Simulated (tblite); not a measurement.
**Question.** What does the GFN2-xTB structure of InChI=1S/C7H15OP/c1-3-5-9(8)6-7(9)4-2/h7H,3-6H2,1-2H3/t7-,9+/m0/s1 look like in three dimensions?

**Answer.** 
```
atom  x, y, z in Å
C1    -2.314    1.104    0.209
C2    -2.283   -0.236   -0.507
C3    -1.688   -1.319    0.386
P4    -0.028   -0.835    1.026
O5     0.052   -0.233    2.365
C6     1.282   -1.930    0.412
C7     1.195   -0.529   -0.279
C8     2.302    0.455    0.003
C9     1.941    1.852   -0.490
H10   -2.697    1.887   -0.442
H11   -1.305    1.374    0.525
H12   -2.941    1.050    1.096
H13   -3.295   -0.530   -0.800
H14   -1.686   -0.147   -1.417
H15   -1.603   -2.265   -0.149
H16   -2.304   -1.468    1.276
H17    2.141   -2.067    1.057
H18    1.084   -2.785   -0.218
H19    0.891   -0.565   -1.319
H20    3.227    0.120   -0.476
H21    2.469    0.486    1.082
H22    1.038    2.199    0.007
H23    1.765    1.849   -1.564
H24    2.744    2.552   -0.274
```

Orientation and origin are arbitrary. Atoms count from 1 in this order. The 5 C–C bonds span 1.508 Å (C7–C8, drawn single) to 1.565 Å (C6–C7, drawn single), a spread of 0.057 Å. Of the pairs four or more bonds apart, P4···H11 is among the closest relative to their van der Waals radii: 2.60 Å, 87 % of the sum of Bondi's values. The 3-membered ring P4–C6–C7 has internal angles of 51.1° to 64.5°. P4 (phosphoryl phosphorus) has angles from 51.1° to 123.3°.

Bonds between heavy atoms (Å): C1–C2 1.520, C2–C3 1.524, C3–P4 1.844, P4=O5 1.470, P4–C6 1.814, C6–C7 1.565, C7–C8 1.508, C8–C9 1.524, P4–C7 1.814.

The geometry is computed with GFN2-xTB (gas phase).

Point group: C1 (no symmetry element, even within 0.4 Å). Its GFN2-xTB frequencies are all real (lowest 40 cm⁻¹). The numbers are those of one conformer (C1–C2–C3–P4 -54°, C2–C3–P4–O5 96°, C6–C7–C8–C9 -168°).

Hardware: an Arm Neoverse V1 with one thread, on a shared host. These figures are those of the optimisation.
